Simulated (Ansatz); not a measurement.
A made-up structure of CH$_{3}$SSe (charge -1), singlet:

C1  (-0.400, 0.411, -0.208)
S2  (1.751, -1.773, 0.452)
Se3  (0.275, -0.350, 1.282)
H4  (-1.155, 1.147, 0.094)
H5  (0.391, 0.911, -0.773)
H6  (-0.863, -0.346, -0.847)
(Å)

It is relaxed with PBE-D4/def2-SVPD and then PBE0-D4/def2-TZVPD (Ansatz 0.2.0). Atoms count as bonded within 1.22 times the sum of their covalent radii (H–H: 0.88 Å). The end point is not checked to be a true minimum.

Q: Does its bonding change? (A judgement: the text doesn't fix the answer.)

A: Computed: No: no bond forms or breaks.

Where it ends: The first stage lowers the energy by 0.32 eV in 5 steps. It ends as CH₃SSe ([CH3][Se][S]), total charge -1:
```xyz
6
angstrom
C -0.4206 0.4335 -0.2392
S 1.7627 -1.7855 0.4654
Se 0.3256 -0.4051 1.3634
H -1.1734 1.1664 0.0682
H 0.3814 0.9255 -0.7917
H -0.8757 -0.3348 -0.8660
```

Labels in which every atom is bracketed show which atoms are joined, not bond orders.

For scale, one of the runs: PBE0-D4/def2-TZVPD relaxation, 167 basis functions, launched by `ansatz run in.yaml --threads 2 --pin off --events-out ev --progress --plain --max-ram 4352MiB`. The run took about 27 s on 2 CPU threads of an Arm Neoverse V1 (shared host).
